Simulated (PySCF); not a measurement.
Work out the structure from these simulated measurements.

Elements present: C, H, P and Si. Monoisotopic mass: 88.9971 u (electron mass counted); charge +1.

| Property | Result |
| --- | --- |
| 1H NMR | chemical shifts (computed TMS as zero) by class: 5.65 (2 H), 4.59 (3 H), 3.28 (1 H) ppm [GIAO PBE0/pcSseg-1] |
| Polarisability | 68.3 au [PBE0/def2-SVPD] |
| Rotational structure | rotational constants A, B, C: 7.754, 2.270, 1.825 GHz [GFN2-xTB] |
| NMR, other nuclei | isotropic shieldings of nuclei other than C and H, by class: 417 (1 Si), 508 (1 P) ppm [GIAO PBE0/pcSseg-1] |
| 13C NMR | chemical shifts (computed TMS as zero) by class: 125.7 (1 C), 68.4 (1 C) ppm [GIAO PBE0/pcSseg-1] |
| UV, first state | lowest singlet excitation: 5.33 eV (233 nm, f = 0.000) [TDDFT PBE0/def2-SVPD] |

The electronic properties come from PySCF, for the isolated species, density fitting. Levels stand in brackets. NMR shifts are as computed; neighbouring signals can stand in another order in a measured spectrum. Isolated species at its GFN2-xTB geometry, gas phase. NMR values are class means; diastereotopic atoms form classes of their own.

Problem. Which formula fits the mass and the elements?

Solution. C2H6PSi (calculated 88.9971). No other formula that holds each of these elements comes within 0.0003 u with a fitting electron parity and a possible valence count.

Problem. What is the compound? Reason from the data.

Solution. Numbering: `[CH:1]#[C:2][SiH2:3][PH3+:4]`. 2 carbons fall into 2 classes; from least to most shielded: terminal alkyne carbon [C1] (125.7 ppm), alkyne carbon [C2] (68.4 ppm). Hydrogen classes from least to most shielded: 2 H on an SiH2 silicon, Si3 (5.65 ppm), 3 H on a phosphorus bonded to Si and 3 H, P4 (4.59 ppm), 1 H on a terminal alkyne carbon, C1 (3.28 ppm). The other shieldings belong to: 417 ppm, SiH2 silicon [Si3]; 508 ppm, phosphorus bonded to Si and 3 H [P4]. S1 is mainly HOMO→LUMO (weight 0.91); the largest Löwdin shares of the orbital it empties are 0.45 on the alkyne carbon, 0.41 on the terminal alkyne carbon and 0.07 on the SiH2 silicon, of the orbital it fills 0.34 on the SiH2 silicon, 0.17 on the phosphorus bonded to Si and 3 H, 0.15 on the alkyne carbon and 0.13 on the terminal alkyne carbon. The optimised geometry has point group Cs and is an asymmetric top. Structure: `C#C[SiH2][PH3+]`. The assignments are read from this structure; whether some other isomer fits the data as well wasn't checked.
